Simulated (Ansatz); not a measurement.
BFH4SeSi (`B[SiH](F)[SeH]`), relaxed with RKS PBE0-D4/def2-TZVP in Ansatz 0.2.0 from a PBE-D4/def2-SVP geometry. The force threshold is 0.005 eV/Å; the program also tests the step.

The species carries charge 0 and has multiplicity 1.

Start:

```xyz
8

B     0.485   -0.306    0.996
Si   -0.865    0.611   -0.062
F    -0.598    1.946   -0.979
Se    0.413   -1.259   -1.006
H    -0.015   -1.144    1.727
H     1.579    0.164    1.228
H    -2.316    0.266   -0.236
H     1.317   -0.280   -1.669
```

Problem. By how much does the energy fall, and how many steps does the optimiser take? (Best estimate.)

Solution. Ansatz gave: 0.06 eV, in 11 steps, 1 of them rejected.

Problem. Which bonds change most? (Estimate.)

Solution. Computed: Si2–Se4 from 2.453 to 2.399 Å; Si2–F3 from 1.642 to 1.597 Å; B1–Se4 from 2.218 to 2.248 Å; B1–H5 from 1.220 to 1.198 Å.

Problem. Give the relaxed structure. (Best estimate.)

Solution. Ansatz gave: 
```xyz
8

B     0.465   -0.286    1.012
Si   -0.851    0.593   -0.091
F    -0.592    1.910   -0.955
Se    0.393   -1.235   -1.025
H    -0.001   -1.130    1.723
H     1.555    0.156    1.201
H    -2.290    0.270   -0.222
H     1.322   -0.278   -1.643
```
